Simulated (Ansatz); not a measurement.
Reaction (formal exchange of groups at the Se–Ga bond): `[F][GaH][SeH]` + `[F][InH][F]` → `[F][In]([F])[SeH]` + `[F][GaH2]`

Isolated molecules relaxed with PBE0-D4/def2-TZVP in Ansatz; ΔE leaves out vibrations. CBS: MP2 limit from def2 TZ/QZ plus the TZ coupled-cluster correction, frozen cores. Elements past krypton have def2 core potentials. For Ga, In, Se outer-core shells are correlated without core-valence functions, which leaves a few kJ/mol of doubt a bond. Scalar relativity is left out up to krypton. Each species was taken in one conformer, which may not be the lowest.

`[F][GaH][SeH]`:

Z-matrix (Å, degrees):
```
Ga
F 1 1.754
Se 1 2.307 2 112.0
H 1 1.550 2 118.1 3 -180.0
H 3 1.470 1 91.4 2 179.9
```

`[F][InH][F]`:

Z-matrix (Å, degrees):
```
In
F 1 1.935
F 1 1.935 2 106.8
H 1 1.681 2 126.6 3 180.0
```

`[F][In]([F])[SeH]`:

```xyz
5

F     0.987   -1.480    1.094
In   -0.391   -0.409    0.260
F    -2.153   -1.109    0.634
Se    0.057    1.588   -1.103
H     1.500    1.409   -0.885
```

`[F][GaH2]`:

```xyz
4

F     0.840   -0.341    1.358
Ga   -0.065    0.026   -0.105
H     0.429   -0.749   -1.360
H    -1.204    1.064    0.106
```

```json
{"species": "`[F][GaH][SeH]`", "CCSD(T)/CBS(def2) energy (Eh)": "-4425.71391"}
{"species": "`[F][InH][F]`", "CCSD(T)/CBS(def2) energy (Eh)": "-390.04654"}
{"species": "`[F][In]([F])[SeH]`", "CCSD(T)/CBS(def2) energy (Eh)": "-2790.80080"}
{"species": "`[F][GaH2]`", "CCSD(T)/CBS(def2) energy (Eh)": "-2024.95631"}
```

Problem. Work out ΔE.

Solution. ΔE = (-2790.80080) + (-2024.95631) − (-4425.71391) − (-390.04654) = 0.00334 Eh = +8.8 kJ/mol.

Largest T1 diagnostic among the species: 0.017.

Leaving LDA and LC-ωPBE aside and taking each functional with its dispersion term where it has one, the values, not all of them listed here, spread over 4.2 kJ/mol, from BLYP-D4 to r2SCAN0-D4. LDA lies +6.1 kJ/mol from PBE without D4.
